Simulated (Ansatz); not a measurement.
Input file for Ansatz (an electronic-structure program): U-MP2/aug-cc-pVTZ on BH3N (SMILES B[NH]), 2S+1 = 2, atoms moved off the minimum.

Ansatz 0.2 input:
```yaml
crystal:
  periodic: [false, false, false]
  atoms:
    - {symbol: B, position_ang: [-0.68421251, 0.13262205, -0.03489142]}
    - {symbol: N, position_ang: [0.74234228, -0.15430587, -0.07650171]}
    - {symbol: H, position_ang: [-1.50723450, -0.76103043, -0.02081677]}
    - {symbol: H, position_ang: [-1.10356616, 1.19356077, 0.22538638]}
    - {symbol: H, position_ang: [1.68077493, -0.07223455, 0.11167278]}
basis:
  gaussian:
    orbitals: aug-cc-pVTZ
magnetization: {spin_polarized: true, initial_magnetization: 1}
correlation: {method: mp2, electrons: outside_noble_gas}
scf: {omitted_lower_state_checks: [cluster_reference]}
output: {forces: true}
```

Question: What total energy does the run end on?

Answer: -81.1476 hartree.

Question: How many basis functions does it have, and what does it roughly cost on one machine?

Answer: 161 functions; about 8 core-seconds (a rough figure).
